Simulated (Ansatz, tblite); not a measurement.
Spin states of HfSi₃⁻ (the lowest doublet isomer of a short search), each relaxed with PBE-D4/def2-SVPD in Ansatz. Electronic energies in the gas phase.

In the def2 sets Hf takes a core potential; there is no spin–orbit coupling. The xTB rows come from tblite. B3LYP takes the VWN-RPA correlation. Correlated methods freeze 15 core orbitals; core or outer-core shells of Hf are correlated, in sets that lack core-valence functions. The structure comes from a short search, and lower isomers may exist.

Doublet geometry (Cs within 0.1 Å):

Cartesian coordinates in Å:
```
Hf -0.4646 1.2888 -0.6096
Si 1.3851 0.1650 0.6759
Si -0.9270 -0.4137 1.1810
Si 0.0065 -1.0402 -1.2473
```

Quartet geometry (C3v within 0.1 Å):

```xyz
4

Hf   -0.460    0.163    1.532
Si   -1.184   -0.376   -0.878
Si    0.588    1.301   -0.524
Si    1.056   -1.088   -0.129
```

Run but left out: HF/def2-TZVPD, r2SCAN-D4/def2-TZVPD, PBE0-D4/def2-TZVPD, HSE06-D4/def2-TZVPD, MP2/def2-TZVPD, CCSD/def2-TZVPD, CCSD(T)/def2-TZVPD (doublet: ⟨S²⟩ 1.05 to 1.82, where a pure state has 0.75).

Only these spin states were relaxed. Higher spins weren't run and may lie lower. The quartet has other bonds than the doublet, so the gap mixes isomer and spin.

```tsv
level	quartet − doublet (kJ/mol)	lowest of these	remarks
GFN1-xTB	72.2	doublet	–
GFN2-xTB	-18.3	quartet	–
PBE-D4/def2-TZVPD	14.6	doublet	HOMO above zero (doublet), HOMO above zero (quartet), spin-contaminated (⟨S²⟩ 0.86) (doublet)
B3LYP-D4/def2-TZVPD	14.5	doublet	spin-contaminated (⟨S²⟩ 0.96) (doublet)
```

Question: Estimate the rows for LDA (SPW92)/def2-TZVPD, BLYP-D4/def2-TZVPD, B97M-V/def2-TZVPD, RPA@PBE/def2-TZVPD.

Answer: 
```csv
level,quartet − doublet (kJ/mol),lowest of these,remarks
LDA (SPW92)/def2-TZVPD,28.9,doublet,"HOMO above zero (doublet), HOMO above zero (quartet)"
BLYP-D4/def2-TZVPD,26.1,doublet,"HOMO above zero (doublet), HOMO above zero (quartet)"
B97M-V/def2-TZVPD,6.3,doublet,"HOMO above zero (doublet), HOMO above zero (quartet)"
RPA@PBE/def2-TZVPD,3.1,doublet,spin-contaminated (⟨S²⟩ 0.86) (doublet)
```

The xTB methods have no spin-polarisation term.

Question: How do the metal–ligand distances follow the spin state?

Answer: 
```json
{"state": "doublet", "donor atoms": "3", "mean metal–ligand distance (Å)": "2.497", "range (Å)": "2.46–2.52", "Mulliken spin on the metal (PBE0)": "0.67"}
{"state": "quartet", "donor atoms": "3", "mean metal–ligand distance (Å)": "2.573", "range (Å)": "2.57–2.57", "Mulliken spin on the metal (PBE0)": "1.79"}
```

⟨S²⟩ at PBE0-D4/def2-TZVPD: doublet 1.08 (pure 0.75), quartet 3.78 (pure 3.75).
